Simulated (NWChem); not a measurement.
System: CHO₂, doublet; SMILES O=[C]O

```xyz
4

O     -0.1755     1.1417     0.0000
C      0.4189     0.1031     0.0000
O     -0.0217    -1.1470     0.0000
H     -1.0149    -1.1369     0.0000
```
Atoms are numbered in this order, from 1.

All runs: NWChem. Spin-unrestricted. In the optimisation the excess spin sits in a' (Cs, its own frame). Coordinates come from a PBE-D3(BJ)/def2-SVP, spin-unrestricted optimisation. No stability test was run on the SCF state. Vzz is the largest principal value of the second derivative of the potential at the nucleus (NWChem prints the opposite sign); η is the asymmetry. Non-relativistic.

| level | Vzz O1 (a.u.) | η O1 | Vzz O3 (a.u.) | η O3 | relative time |
|---|---|---|---|---|---|
| PBE0/def2-SVP | -0.769 | 0.25 | 1.601 | 0.52 | 1 |
| PBE0/def2-TZVP | -0.754 | 0.11 | 1.596 | 0.51 | 6 |
| PBE/cc-pVTZ | -0.675 | 0.16 | 1.556 | 0.47 | 7 |
| PBE/def2-SVP | -0.692 | 0.31 | 1.561 | 0.48 | 1 |

The last column is a rough cost ratio, cheapest run = 1.
